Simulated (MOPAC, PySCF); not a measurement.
Cl3In, SMILES `[Cl][In]([Cl])[Cl]`, neutral singlet in the gas phase. 

Z-matrix (Å, degrees):
```
In
Cl 1 2.3145
Cl 1 2.3145 2 120.00
Cl 1 2.3145 2 120.00 3 -179.99
```
Charge 0, spin multiplicity 1.

All levels are single points at this geometry (B3LYP-D3(BJ)/def2-TZVP); Pople sets use spherical d functions. Orbital energies aren't observables, and empty levels follow the basis.

PM7 in MOPAC gives HOMO (eV) = -11.69.

Q: Estimate the HOMO (eV) from each of these levels: PBE-D3(BJ)/def2-TZVP in PySCF; TPSSh-D3(BJ)/def2-TZVP in PySCF; B3LYP/6-311+G** (LANL2DZ on In) in PySCF; B3LYP/6-31G* (LANL2DZ on In) in PySCF; B3LYP/LANL2DZ in PySCF; BP86/6-31G* (LANL2DZ on In) in PySCF; M06-2X/6-31G* (LANL2DZ on In) in PySCF; PBE/6-31G* (LANL2DZ on In) in PySCF; SVWN5/6-31G* (LANL2DZ on In) in PySCF; HF/6-31G* (LANL2DZ on In) in PySCF; AM1 in MOPAC; PM6 in MOPAC.

A: 
| level | HOMO (eV) |
|---|---|
| PBE-D3(BJ)/def2-TZVP in PySCF | -8.01 |
| TPSSh-D3(BJ)/def2-TZVP in PySCF | -8.69 |
| B3LYP/6-311+G** (LANL2DZ on In) in PySCF | -9.25 |
| B3LYP/6-31G* (LANL2DZ on In) in PySCF | -9.20 |
| B3LYP/LANL2DZ in PySCF | -9.32 |
| BP86/6-31G* (LANL2DZ on In) in PySCF | -8.18 |
| M06-2X/6-31G* (LANL2DZ on In) in PySCF | -10.87 |
| PBE/6-31G* (LANL2DZ on In) in PySCF | -8.08 |
| SVWN5/6-31G* (LANL2DZ on In) in PySCF | -8.18 |
| HF/6-31G* (LANL2DZ on In) in PySCF | -12.95 |
| AM1 in MOPAC | -12.27 |
| PM6 in MOPAC | -11.90 |
